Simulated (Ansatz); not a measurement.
The first iterations of a band of CH$_{6}$N$_{2}$Si (10 atoms, charge 0, multiplicity 1).

Level of theory: RKS PBE/def2-SVP in Ansatz.

```
movable images  : 7
climbing image  : yes
spring          : 5.0 eV/Å²
optimiser       : quadratic models (default)
start path      : through a guess of the saddle point
force threshold : 0.03 eV/Å
iteration limit : 60
end points      : relaxed
```

Image 0:

```xyz
10
Properties=species:S:1:pos:R:3
C -1.167 0.224 -1.325
Si -0.044 0.008 -0.050
N 0.681 -1.479 0.432
N 0.571 1.239 0.990
H -1.702 -0.627 -1.773
H -1.391 1.220 -1.735
H 0.748 -1.733 1.420
H 0.606 -2.300 -0.171
H 1.569 1.290 1.206
H 0.128 2.159 1.006
```

Image 8:

```xyz
10
Properties=species:S:1:pos:R:3
C -1.168 0.225 -1.326
Si -0.045 0.009 -0.051
N 0.681 -1.479 0.432
N 0.571 1.238 0.990
H -1.702 -0.627 -1.774
H -1.391 1.221 -1.737
H 0.748 -1.730 1.421
H 0.606 -2.301 -0.169
H 0.131 2.160 1.005
H 1.568 1.284 1.209
```

| iteration | highest image above the first end (eV) | largest band force component (eV/Å) |
| --- | --- | --- |
| 1 | 11.549 | 72.370 |
| 2 | 1.459 | 11.886 |
| 3 | 0.783 | 7.428 |
| 4 | 0.226 | 2.203 |
| 5 | 0.135 | 0.997 |

**Question.** Does the band converge within its limit, and where does its top end?

**Answer.** The forces met the threshold. It ended after 17 iterations with the highest image 0.114 eV above the first end. The profile has 2 maxima (images 3, 7) with wells between them (image 5): this band takes more than one step, which may be the mechanism or a detour left from its start path. A vibrational analysis at the climbing image gives one clearly imaginary mode, 237i cm⁻¹: a first-order saddle point.

Run time: 5 min on 1 thread of Arm Neoverse V1, on a shared host, peak memory 0.12 GiB.
